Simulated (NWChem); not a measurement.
# Total energies of HAl

```xyz
2

Al     0.0000     0.0000     0.1203
H      0.0000     0.0000    -1.5639
```
Charge 0, spin multiplicity 1.

The numbers come from NWChem runs, not from measurements. All single points use one geometry, from PBE/def2-SVP, a minimum by its harmonic frequencies.

Basis set: 6-31G* (20 functions).

| method | total energy (Ha) |
|---|---|
| RHF | -242.43709 |
| MP2 | -242.47873 |
| B2PLYP | -242.83300 |
| PBE | -242.81337 |
| B3LYP | -242.98139 |
| LDA (SVWN5) | -241.88560 |
| CCSD(T) | -242.49897 |

Total energies of different functionals aren't comparable as a measure of quality: only differences taken within one method are. 

The correlated methods keep 5 core orbitals frozen. B3LYP has NWChem's definition, with VWN1-RPA local correlation. The Pople sets run with spherical d functions. The structure started from a generated list of species. No row is a measurement; the coupled-cluster row has its own basis-set and correlation limits.
